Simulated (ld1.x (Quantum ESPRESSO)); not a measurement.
What one change does to a pseudopotential (Cs, TM)

caesium, norm-conserving Troullier–Martins (Kleinman–Bylander form), made with ld1.x (Quantum ESPRESSO) 7.5 (Wu–Cohen, fully relativistic). Core [Xe], reference 5d0 6s1 6p0. Waves: 6p (bound, empty): rc 3.35 bohr; 5d (bound, empty): rc 4.20 bohr; 6s (bound): rc 4.20 bohr. Local part: the s channel. Core correction: a·sin(br)/r model core, default radius (core density twice the valence density).

Open shells are filled in proportion to 2j + 1 (rel_dist='average').

All-electron outer shells of the reference configuration (Wu–Cohen, scalar-relativistic, ld1.x):

```
shell  level (eV)  outermost node (bohr)  outermost maximum (bohr)
   5s      -26.82                   0.82                      1.54
   5p      -13.57                   0.89                      1.79
   6s       -2.04                   2.11                      4.92
   6p       -0.71                   2.61                      6.55
   5d       -0.35                   1.06                      3.30
```

Change: core correction none.

Cutoffs: the cutoffs (Ry, on a coarse ladder) from which the occupation-weighted sum of valence levels, in a spherical-Bessel basis at the reference potential, stays within 10 and 1 mRy of its value at 400 Ry; they do not see the model core or the augmentation charge, which bear on the density cutoff. Errors are all-electron minus pseudo energies relative to the spin-unpolarised reference configuration.

Task: Predict the effect on cutoff, ghosts and configuration errors.

Result: Both files are so soft that the ladder of cutoffs tells neither apart; both files keep a bound ghost (p); of the 4 tests that both files solve, the error grows in 4 and shrinks in 0 by more than 15 % and 0.3 meV (median size 2.4 → 54.1 meV). Exchange and correlation are not linear in the density, so unscreening with the valence charge alone errs where core and valence overlap; a model core restores that term. The default core radius of the base comes out at 3.83 bohr.

| quantity | base | changed |
| --- | --- | --- |
| cutoff, loose | 6 Ry | 6 Ry |
| cutoff, tight | 6 Ry | 6 Ry |
| bound ghosts | p1/2, p3/2 | p1/2, p3/2 |
| error for 5d0 6s0.5 6p0, meV [ΔE 1.42 eV] | -2.2 | -9.0 |
| error for 5d0 6s0 6p1, meV [ΔE 1.30 eV] | -6.9 | +96 |
| error for 5d1 6s0 6p0, meV [ΔE 1.63 eV] | +2.6 | +75 |
| error for 5d0.5 6s0.5 6p0, meV [ΔE 0.83 eV] | +0.4 | +33 |
| s: phases at 4.53 bohr within 0.05 rad from the reference energy up to (Ry; the scan ends near 5) | n/a | n/a |
| p1/2: phases at 4.53 bohr within 0.05 rad from the reference energy up to (Ry; the scan ends near 5) | 1.2 | 1.2 |
| p3/2: phases at 4.53 bohr within 0.05 rad from the reference energy up to (Ry; the scan ends near 5) | 1.1 | 1.1 |
| d3/2: phases at 4.53 bohr within 0.05 rad from the reference energy up to (Ry; the scan ends near 5) | 0.7 | 0.7 |
| d5/2: phases at 4.53 bohr within 0.05 rad from the reference energy up to (Ry; the scan ends near 5) | 0.7 | 0.7 |

Base: The cutoffs count occupied waves only; the empty 6p level needs 25 Ry at the loose tolerance. Changed file: The cutoffs count occupied waves only; the empty 6p level needs 25 Ry at the loose tolerance. A true bound ghost makes a file unfit for plane-wave use even where its test errors are small: the radial tests pick states by their node count and pass the ghost by.
